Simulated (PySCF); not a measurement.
ZnF, SMILES [F][Zn] (connectivity only; charge and spin as stated), neutral, multiplicity 2.

Coordinates come from a r2SCAN-D4/def2-TZVPD optimisation. The spin state was assumed, not searched.

Calculation: r2SCAN-D4/def2-TZVPD (PySCF).

Frequencies are harmonic and unscaled.

Computed normal modes with their intensities:
```csv
mode,ν (cm⁻¹),IR (km/mol),moving atoms (share of kinetic energy)
1,599,69.4,"F 77 %, Zn 23 %"
```
